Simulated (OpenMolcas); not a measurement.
An atom or ion with 12 electrons was computed by SS-CASPT2, IPEA 0.25 Eh, imaginary shift 0.1 Eh with spin-orbit coupling (OpenMolcas, ANO-RCC-VQZP, DKH2). The lowest levels that the run gave, each within 12 % of the measured value where one is at hand:

```json
{"J": "0", "Parity": "even", "E (eV)": "0.0000", "g": ""}
{"J": "0", "Parity": "odd", "E (eV)": "2.715", "g": ""}
{"J": "1", "Parity": "odd", "E (eV)": "2.717", "g": "1.501"}
{"J": "2", "Parity": "odd", "E (eV)": "2.721", "g": "1.501"}
{"J": "1", "Parity": "odd", "E (eV)": "4.631", "g": "1.000"}
```

Q: Which ion is it, and what are the configurations and terms?

A: neutral magnesium (Z = 12, neutral; active space 2 electrons in 4 orbitals (3s 3p)). J, parity and g give the terms where levels are pure, and mixed ones are named by the computed weights; the size of the splittings, set against known spectra of the 12-electron sequence, gives the charge. In order, with the measured energies in eV (NIST Handbook of Basic Atomic Spectroscopic Data): 3s² ¹S₀, 3s 3p ³P°₀ (2.7091), 3s 3p ³P°₁ (2.7116), 3s 3p ³P°₂ (2.7166), 3s 3p ¹P°₁ (4.3458).

Measured partners are found by configuration, term and J. A level has none where our copy of the source lacks it or the pairing is in doubt (some pairs that miss far off the trend of their configuration count as doubtful), and it then counts in no deviation. Levels of configurations outside the active space are missing.

° marks odd parity.
